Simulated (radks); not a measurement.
Q: All-electron atom: Te15+ in [Kr] 4d1 (the NIST ground configuration). All-electron calculation, Dirac Kohn-Sham, exchange-only PBE, spin-unpolarised, spherical densities, finite nucleus; open shells fill j = l - 1/2 first; Fermi nuclear charge, rms radius 4.7423 fm. Program: a radial shooting solver on a logarithmic mesh with Libxc functionals. Some entries of the table are withheld. Estimate them.

orbital,occ.,eigenvalue (hartree),<r> (bohr)
1s1/2,2,-1174.612,0.02781
2s1/2,2,(1),0.1194
2p1/2,2,-180.0187,(2)
2p3/2,4,-169.9257,(3)
3s1/2,2,-48.08285,0.3203
3p1/2,2,(4),0.3103
3p3/2,4,(5),0.3215
3d3/2,4,-33.52697,(6)
3d5/2,6,-33.12480,(7)
4s1/2,2,-17.43886,0.7129
4p1/2,2,(8),0.7301
4p3/2,4,(9),0.7498
4d3/2,1,-12.49374,0.7853
4d5/2,0,-12.40843,0.7911
5s1/2,0,-8.77898,1.333
5p1/2,0,-8.09033,1.385
5p3/2,0,-7.93206,1.411

A: 
(1) 2s1/2 eigenvalue (hartree): -191.2219
(2) 2p1/2 <r> (bohr): 0.1008
(3) 2p3/2 <r> (bohr): 0.1063
(4) 3p1/2 eigenvalue (hartree): -43.48973
(5) 3p3/2 eigenvalue (hartree): -41.58344
(6) 3d3/2 <r> (bohr): 0.2916
(7) 3d5/2 <r> (bohr): 0.2951
(8) 4p1/2 eigenvalue (hartree): -15.74902
(9) 4p3/2 eigenvalue (hartree): -15.29878
